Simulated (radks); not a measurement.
Results of a calculation; reference values are marked as such.
Q: These are the eigenvalues of the occupied orbitals of an atom or ion with whole-number occupations (eV). Level of theory: Dirac Kohn-Sham, BLYP, spin-unpolarised, spherical densities, finite nucleus; Fermi nuclear charge, rms radius of each element as measured or else 0.836 A^(1/3) + 0.57 fm (a radial shooting solver on a logarithmic mesh with Libxc functionals).

1s1/2: -4777.896
2s1/2: -805.2597
2p1/2: -729.8967
2p3/2: -724.8000

Which element is it, and in what charge state? The configuration may be excited. Open shells, if any, fill j = l - 1/2 first.

A: Z = 21, scandium, charge +12: Sc12+ in [He] 2s2 2p5. The list shows which subshells hold electrons but not how many an open one holds; the 1s level, -175.58 hartree, gives Z - s = 18.7 by -(Z - s)^2/2, which with screening and relativity narrows Z to a few neighbours, and the depths of the outer levels then fix element, charge and occupations together.
